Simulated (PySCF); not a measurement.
C4H5NSi, SMILES C#C[C@@H]([SiH3])C#N.

Coordinates come from a ωB97X-D3(BJ)/def2-SVP optimisation. The structure was generated by enumeration; whether it is a known compound was not checked.

Computed with TDDFT-LC-ωPBE/def2-SVPD run with PySCF.

Vertical excitations. Isolated molecule, no solvent.

| state | energy (eV) | λ (nm) | f | main pairs |
|---|---|---|---|---|
| S1 | 6.43 | 193 | 0.001 | HOMO→LUMO+2 46 %, HOMO→LUMO+6 14 %, HOMO→LUMO 8 % |
| S2 | 6.88 | 180 | 0.009 | HOMO→LUMO+3 26 %, HOMO−1→LUMO+2 24 %, HOMO−1→LUMO+6 9 %, HOMO→LUMO+5 7 % |
| S3 | 7.00 | 177 | 0.003 | HOMO−1→LUMO+3 43 %, HOMO−1→LUMO+5 15 %, HOMO−1→LUMO+1 11 % |
| S4 | 7.53 | 165 | 0.001 | HOMO−2→LUMO+2 20 %, HOMO→LUMO+6 10 %, HOMO→LUMO+7 10 %, HOMO−2→LUMO+7 9 % |
| S5 | 7.92 | 156 | 0.015 | HOMO→LUMO 33 %, HOMO→LUMO+3 8 %, HOMO→LUMO+2 8 %, HOMO→LUMO+1 7 % |
| S6 | 8.01 | 155 | 0.020 | HOMO→LUMO 39 %, HOMO−3→LUMO+7 8 %, HOMO→LUMO+5 6 %, HOMO→LUMO+2 6 % |
| S7 | 8.17 | 152 | 0.006 | HOMO−3→LUMO+3 18 %, HOMO−3→LUMO+5 13 %, HOMO−3→LUMO+8 9 %, HOMO−3→LUMO+1 9 % |
| S8 | 8.51 | 146 | 0.037 | HOMO−1→LUMO 71 % |
| S9 | 8.89 | 140 | 0.051 | HOMO→LUMO+1 28 %, HOMO→LUMO+3 19 % |
| S10 | 8.99 | 138 | 0.275 | HOMO→LUMO+4 33 %, HOMO→LUMO+1 16 %, HOMO→LUMO+3 10 %, HOMO−2→LUMO 8 % |
| T1 | 5.22 | 238 | 0 | HOMO−1→LUMO+2 23 %, HOMO→LUMO+3 20 %, HOMO−1→LUMO+6 10 %, HOMO→LUMO+5 7 % |
| T2 | 5.74 | 216 | 0 | HOMO→LUMO+2 33 %, HOMO→LUMO+6 12 %, HOMO−1→LUMO+3 12 %, HOMO→LUMO 6 % |
| T3 | 5.79 | 214 | 0 | HOMO−1→LUMO+2 24 %, HOMO→LUMO+3 21 %, HOMO−1→LUMO+6 11 %, HOMO→LUMO+5 7 % |
| T4 | 6.20 | 200 | 0 | HOMO−3→LUMO+2 11 %, HOMO−2→LUMO+3 8 %, HOMO−2→LUMO+7 8 %, HOMO−3→LUMO+7 7 % |
Triplets are in the Tamm–Dancoff approximation, which puts them higher than full response would, so one can lie above its singlet here.
